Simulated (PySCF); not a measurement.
Correlation energy of B²⁺ (boron, charge +2)

[He] 3d1, 2D determinant (an excited configuration). Calculation: PySCF 2.14, in x2c-QZVPPall with one added diffuse shell each of s, p, d, f type (8s5p4d3f1g, 73 functions); the spin-free X2C one-electron Hamiltonian (Gaussian nucleus). Frozen: nothing; 3 electrons correlated.

MP2 pair energies summed by pair of shells (mhartree):

```json
{"pair": "1s-1s", "energy": "-15.91", "share (%)": "98.6"}
{"pair": "1s-3d", "energy": "-0.23", "share (%)": "1.4"}
```

Total MP2 correlation energy: -16.14 mhartree.

Same-spin part -0.10 and opposite-spin part -16.03 mhartree; SCS-MP2 scales them by 1/3 and 6/5 to -19.27 mhartree.

This basis was not built for core-valence correlation, so the inner-shell part is incomplete.
